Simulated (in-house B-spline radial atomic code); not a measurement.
# RPA and G0W0 on wB97X: Kr VIII (Kr7+)

Configuration [Ar] 3d10 4s1, highest spin, mean-field start wB97X. Computed with an all-electron radial atomic-structure program (B-spline basis): all electrons, scalar-relativistic (spin-free one-electron X2C), finite nucleus, each spin shell either full or empty, empty states to l = 9 with an (l + 1/2)⁻⁴ tail; G0W0 by contour deformation at full frequency.

Command:
```bash
python run_gw.py task.json out
```
Settings (radii: box in bohr, nucleus in fm):
```
Z                        36
electrons                29
configuration            [Ar] 3d10 4s1
hamiltonian              x2c
method                   wb97x
lmax                     9
rms_radius               4.1884
spin_polarised           True
box_radius               8.41
intervals                67
ion_configuration        [Ar] 3d10
```

Run time, properties included: 9 s on 1 thread of Arm Neoverse N1 (shared host).

Energies (hartree):

| term | value |
| --- | --- |
| mean-field total | -2776.39116 |
| Hartree-Fock functional on these orbitals | -2774.71195 |
| direct second order | -2.4228 |
| second-order exchange | 0.71246 |
| SOSEX correction | 0.66837 |

(1) What is the RPA correlation energy, and what remains with SOSEX?

Quasi-particle levels (eV):

```csv
level,occupied,mean field,Σx - vxc,Σc,QP weight,G0W0
4s up,yes,-123.42,-1.50,?,?,?
3d down,yes,-200.81,-13.72,2.51,0.968,-212.02
3d up,yes,-201.06,-13.79,2.56,0.950,-212.29
3p down,yes,-316.98,-23.91,7.44,0.912,-333.45
4s down,no,-109.33,3.06,-2.49,0.978,-108.75
```

G0W0 = mean field + (Σx - vxc) + Σc, with Σc (partial-wave tail included) taken at the quasi-particle energy. Only the outer levels were computed.

(2) Where does G0W0 put 4s up?

(3) What does it cost to remove one electron (to [Ar] 3d10) by differences of total energies, each species on its own start (correlation terms add to the Hartree-Fock functional)?

## Answers

(1) RPA gives -2.1697 hartree (-2.04 eV per electron); RPA + SOSEX gives -1.5013, and the second-order doubles -1.7104 hartree (no singles). RPA lacks exchange-type terms and so overcorrelates at short range.

(2) At -126.77 eV, with Σc = -1.85 eV and a quasi-particle weight of 0.984. The tabulated removal energy is 125.802 ± 0.003 eV (NIST, measured); the calculation leaves out spin-orbit coupling, Breit and QED terms, and what these don't explain is the method's own error.

(3) wB97X 125.37 eV, Hartree-Fock functional 124.60 eV, + RPA 126.37 eV, + RPA + SOSEX 125.70 eV, + second order 126.08 eV. Tabulated: 125.802 ± 0.003 eV (NIST, measured); the calculation leaves out spin-orbit coupling, Breit and QED terms, and what these don't explain is the method's own error.
